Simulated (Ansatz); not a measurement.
Cost and result for the atomization energy of C$_{2}$HFI$_{2}$, SMILES `F/C(I)=C\I` (6 atoms, 5 bonds).

Cartesian coordinates in Å:
```
F 1.568 -0.699 0.213
C 0.257 -0.556 0.146
I -0.782 -2.304 0.559
C -0.339 0.584 -0.155
I 0.709 2.316 -0.564
H -1.414 0.658 -0.199
```

Total charge 0; spin multiplicity 1. Correlated methods include outer-core shells of I, which these sets cover unevenly. I takes the def2 core potential. The geometry is a stationary point of PBE0-D4/def2-TZVP. Program: Ansatz. Hardware: A = 2 threads of a server CPU on a shared host; B = 2 threads of an AMD EPYC 7R13 on a shared host and a share of an NVIDIA H100 80 GB. Times are those of one run each, without the atoms' runs, and a repeat can differ threefold. Electronic energies, without spin–orbit coupling; frozen cores. CCSD(T)/CBS adds CCSD(T) − MP2 in def2-TZVPP to the MP2 limit, and its time is that of the two runs behind it. T1 = 0.010. With those shells the extrapolation isn't a true limit. B3LYP takes the VWN-RPA correlation (the form of Gaussian; ORCA's B3LYP/G). HSE06 is the plane-wave form, built on full-range PBE exchange.

CCSD(T)/CBS is a level of theory with its own doubt, some kJ/mol a heavy atom from the limit and from the frozen cores, so smaller differences don't rank the functionals.

```json
{"level": "LDA (SPW92)/def2-TZVPP [A]", "functions": "207", "wall time": "2.2 s", "atomization (kcal/mol)": "588.8", "difference from CCSD(T)/CBS": "105.8", "per bond": "21.2"}
{"level": "BLYP-D4/def2-TZVPP [A]", "functions": "207", "wall time": "3.3 s", "atomization (kcal/mol)": "485.7", "difference from CCSD(T)/CBS": "2.7", "per bond": "0.5"}
{"level": "PBE0-D4/def2-TZVPP [A]", "functions": "207", "wall time": "5.5 s", "atomization (kcal/mol)": "489.0", "difference from CCSD(T)/CBS": "6.0", "per bond": "1.2"}
{"level": "CAM-B3LYP-D4/def2-TZVPP [A]", "functions": "207", "wall time": "6 s", "atomization (kcal/mol)": "476.7", "difference from CCSD(T)/CBS": "-6.3", "per bond": "-1.2"}
{"level": "HSE06-D4/def2-TZVPP [A]", "functions": "207", "wall time": "6 s", "atomization (kcal/mol)": "489.8", "difference from CCSD(T)/CBS": "6.8", "per bond": "1.4"}
{"level": "r2SCANh-D4/def2-TZVPP [A]", "functions": "207", "wall time": "8 s", "atomization (kcal/mol)": "478.3", "difference from CCSD(T)/CBS": "-4.7", "per bond": "-0.9"}
{"level": "B3LYP-D4/def2-TZVPP (with forces) [A]", "functions": "207", "wall time": "8.5 s", "atomization (kcal/mol)": "477.4", "difference from CCSD(T)/CBS": "-5.6", "per bond": "-1.1"}
{"level": "CCSD(T)/def2-TZVPP [B]", "functions": "207", "wall time": "8.5 s", "atomization (kcal/mol)": "464.7", "difference from CCSD(T)/CBS": "-18.3", "per bond": "-3.7"}
{"level": "MP2/def2-QZVPP [B]", "functions": "365", "wall time": "10 s", "atomization (kcal/mol)": "500.5", "difference from CCSD(T)/CBS": "17.5", "per bond": "3.5"}
{"level": "ωB97X-V/def2-TZVPP [A]", "functions": "207", "wall time": "12 s", "atomization (kcal/mol)": "478.2", "difference from CCSD(T)/CBS": "-4.8", "per bond": "-0.9"}
{"level": "ωB97M-V/def2-TZVPP (with forces) [A]", "functions": "207", "wall time": "16 s", "atomization (kcal/mol)": "477.3", "difference from CCSD(T)/CBS": "-5.7", "per bond": "-1.1"}
{"level": "CCSD(T)/def2-SVP [A]", "functions": "99", "wall time": "18 s", "atomization (kcal/mol)": "445.4", "difference from CCSD(T)/CBS": "-37.6", "per bond": "-7.5"}
{"level": "CCSD(T)/CBS(def2)", "functions": "–", "wall time": "19 s", "atomization (kcal/mol)": "483.0", "difference from CCSD(T)/CBS": "0.0", "per bond": "0.0"}
```

In def2-TZVPP, CCSD(T) changes the Hartree–Fock value by +159.1 kcal/mol (the triples alone add +15.9 kcal/mol) and MP2 by +184.2 kcal/mol; breaking electron pairs costs correlation energy, which Hartree–Fock lacks. From BLYP to BHLYP (50 % exact exchange), in def2-TZVPP and without D4, the atomization energy moves by −32.9 kcal/mol: exact exchange takes away binding that semilocal exchange gives to molecules. The D4 term adds +7.8 kcal/mol with B3LYP and +4.1 kcal/mol with PBE0; it sums over pairs of atoms, weighted by their polarisabilities, and B3LYP, whose exchange is more repulsive, gets the larger term.

Spin–orbit coupling would lower the free I atoms strongly, and the atomization energy with them, by more than many differences here.
